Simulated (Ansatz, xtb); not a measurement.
# ClGeH4Si+: which of two isomers lies lower

Structure X is `Cl[SiH+][GeH3]`, a singlet and structure Y is `[SiH3][GeH+][Cl]`, a singlet. Both are isolated ions in the gas phase, relaxed with B3LYP-D3(BJ)/def2-SVP.

Quicker runs give these differences E(Y) − E(X): GFN2-xTB −18.01 kcal/mol; HF/STO-3G +6.43 kcal/mol (at GFN2-xTB geometries); r2SCAN-D4/def2-SVP −1.83 kcal/mol (at GFN2-xTB geometries).

Problem. Estimate E(Y) − E(X) at the level CCSD(T)/def2-TZVP.

Solution. Calculated at CCSD(T)/def2-TZVP: E(Y) − E(X) = −1.52 kcal/mol, so structure Y lies lower.

The same difference at several levels:

```
                level               geometry  E(Y) − E(X) (kcal/mol)  departure from the last row (kcal/mol)  job, with rough time for the two
             GFN2-xTB               GFN2-xTB                    −18.01                                  −16.49              optimisation, 0.13 s
            HF/STO-3G               GFN2-xTB                     +6.43                                   +7.95              single point, 0.36 s
   r2SCAN-D4/def2-SVP               GFN2-xTB                     −1.83                                   −0.31               single point, 2.5 s
B3LYP-D3(BJ)/def2-SVP  B3LYP-D3(BJ)/def2-SVP                     −3.29                                   −1.77                optimisation, 24 s
         HF/def2-TZVP  B3LYP-D3(BJ)/def2-SVP                     −4.07                                   −2.55           part of the CCSD(T) run
        MP2/def2-TZVP  B3LYP-D3(BJ)/def2-SVP                     −1.20                                   +0.32           part of the CCSD(T) run
    CCSD(T)/def2-TZVP  B3LYP-D3(BJ)/def2-SVP                     −1.52                                                        single point, 31 s
```

As drawn, Y has 1 Cl–Ge, 2 Si–H in place of 1 Cl–Si, 2 Ge–H.

HF/STO-3G puts the two in the other order. The largest departure from CCSD(T)/def2-TZVP is that of GFN2-xTB, 16.49 kcal/mol. A small imaginary or near-zero mode remains, so no thermal terms are given.

The correlated steps freeze 19 core orbitals; the filled d shell of Ge is correlated, in a basis made for valence electrons. Run with Ansatz 0.2.0, xtb 6.7.1; the last row on 1 thread of Intel(R) Xeon(R) 6975P-C (Granite Rapids) on a shared host.
